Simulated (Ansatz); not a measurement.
Ansatz results at the PBE0-D4/def2-TZVP geometry: HOMO–LUMO gap (ωB97M-V/def2-TZVPP) 13.35 eV; LUMO energy (B3LYP/def2-TZVPP) 0.24 eV; HOMO–LUMO gap (PBE0/def2-TZVPP) 9.00 eV.

Each molecule was computed in one conformer, which needn't be the lowest.

Q: Which molecule gave them?
A. `[CH3][SnH2][CH]=O`
B. `CC1[NH][AlH][O]1`
C. `COC(C)(F)Cl`
D. `CC(O)(Cl)CF`

A: D. The others give `CC1[NH][AlH][O]1`: 10.35, -0.60, 6.46; `[CH3][SnH2][CH]=O`: 9.75, -1.64, 5.29; `COC(C)(F)Cl`: 13.60, 0.45, 9.38.

B3LYP here is the variant with VWN-RPA as its local correlation; programs differ in this.
